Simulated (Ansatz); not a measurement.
Ansatz (a quantum-chemistry and plane-wave program) input (PBE0/cc-pVQZ):

Ansatz 0.2 input:
```yaml
crystal:
  periodic: [false, false, false]
  atoms:
    - {symbol: Ge, position_ang: [0.00000000, 0.00000000, 0.00000000]}
basis:
  gaussian:
    orbitals: cc-pVQZ
hamiltonian:
  xc: {name: PBE0}
magnetization: {spin_polarized: true, initial_magnetization: 2}
scf: {lower_state_search: full}
```

Output:

```
Functional definition: PBE0
integrals: 0.01 GiB planned
479 factors; their error is unknown
mean field: 0.20 GiB planned
mean field evaluation 1: about -56509.5357 eV, gradient 5.6e0 eV
mean field evaluation 2: about -56509.5999 eV, gradient 3.9e0 eV
mean field evaluation 4: about -56509.6207 eV, gradient 1.2e-1 eV
mean field evaluation 8: about -56509.8171 eV, gradient 2.6e-3 eV
mean field evaluation 16: about -56509.1601 eV, gradient 7.8e0 eV
mean field evaluation 32: about -56509.6208 eV, gradient 2.9e-2 eV
mean field -56509.81710178 eV, -2076.6974747607 hartree, gradient 5.5e-6 eV, S^2 2.003466; 2 other end points of the search recorded, 0 dependent functions left out
reference -56509.81712412 eV, -2076.6974755818 hartree; 17, 15 occupied and 51, 53 virtual orbitals, 479 factors
Total energy: -56509.81712412 eV, -2076.6974755818 hartree
```
